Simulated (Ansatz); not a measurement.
Cl2FIn (`[F][In]([Cl])[Cl]`). Charge 0, multiplicity 1. In: def2 effective core potential.

```xyz
4

F    -1.682    1.002   -0.252
In   -0.041    0.024   -0.006
Cl    0.148   -1.272    1.866
Cl    1.574    0.246   -1.608
```

Task: List the harmonic frequencies (cm⁻¹, unscaled) at PBE0-D4/def2-TZVP in Ansatz. (An estimate is asked.)

Result: Ansatz gave: 86, 115, 121, 365, 408, 615.

Task: Is this a minimum?

Result: Yes, all 6 modes are real.

Task: Give the ideal-gas thermochemistry at 298.15 K and 1 bar (rigid rotor, harmonic oscillator; point group C2v, symmetry number 2).

Result: Zero-point energy 10.2 kJ/mol; H(298) − E = 27.9 kJ/mol; entropy 339.6 J/(mol·K), of which translation 175.2, rotation 112.2, vibration 52.2; G(298) − E = -73.3 kJ/mol. Modes under 100 cm⁻¹ are hindered rotations or soft bends, so the harmonic entropy is rough.
